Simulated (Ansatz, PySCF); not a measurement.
Gas-phase reaction (SMILES): Br[SiH](Br)Br + N (NH3) -> N[Si](Br)(Br)Br + [H][H] (H2); ammonia cleaves one Si-H bond, a model of a ligand-exchange step.

Each molecule is optimised on its own at B3LYP-D3(BJ)/def2-TZVP (Ansatz, an electronic-structure program), one conformer each, not searched for the lowest. Cores are frozen in the correlated levels unless marked. No spin-orbit coupling. Frozen are the shells of the preceding noble gas and the d and f shells that filled before the atom's block. Non-relativistic. Basis-set limits of correlation are two-point, X^-3; Hartree-Fock from the larger set. Thermal terms are rigid-rotor harmonic-oscillator values from B3LYP-D3(BJ) frequencies (Ansatz or PySCF) at 298.15 K and 1 atm. 1 Eh = 627.5095 kcal/mol.

```json
[
 {"species": "Br[SiH](Br)Br", "E, CCSD(T)/CBS(def2-TZVPPD,def2-QZVPPD) (Ansatz) (Eh)": "-8007.86566", "E, B3LYP-D3(BJ)/def2-TZVPD (Ansatz + dftd3) (Eh)": "-8012.83121", "H - E (Eh)": "0.01941"},
 {"species": "N (NH3)", "E, CCSD(T)/CBS(def2-TZVPPD,def2-QZVPPD) (Ansatz) (Eh)": "-56.50452", "E, B3LYP-D3(BJ)/def2-TZVPD (Ansatz + dftd3) (Eh)": "-56.58902", "H - E (Eh)": "0.03799"},
 {"species": "N[Si](Br)(Br)Br", "E, CCSD(T)/CBS(def2-TZVPPD,def2-QZVPPD) (Ansatz) (Eh)": "-8063.21282", "E, B3LYP-D3(BJ)/def2-TZVPD (Ansatz + dftd3) (Eh)": "-8068.25683", "H - E (Eh)": "0.03882"},
 {"species": "[H][H] (H2)", "E, CCSD(T)/CBS(def2-TZVPPD,def2-QZVPPD) (Ansatz) (Eh)": "-1.17452", "E, B3LYP-D3(BJ)/def2-TZVPD (Ansatz + dftd3) (Eh)": "-1.17983", "H - E (Eh)": "0.01336"}
]
```

### Question
Work out ΔE and ΔH at 298.15 K at the first level, then ΔH at the second.

### Answer

1. ΔE = [(-8063.21282) + (-1.17452)] - [(-8007.86566) + (-56.50452)] = -0.01716 Eh = -10.8 kcal/mol at CCSD(T)/CBS(def2-TZVPPD,def2-QZVPPD).
2. The terms H - E add up to -0.00522 Eh, so ΔH = (-0.01716 + (-0.00522))×627.5095 = -14.0 kcal/mol.
3. At B3LYP-D3(BJ)/def2-TZVPD the same steps give ΔE = -10.3 and ΔH = -13.6 kcal/mol, a shift of +0.4 from the first level.
4. These values are not checked against measurement here, since the tables used lack a sound gas-phase enthalpy of formation for at least one species.
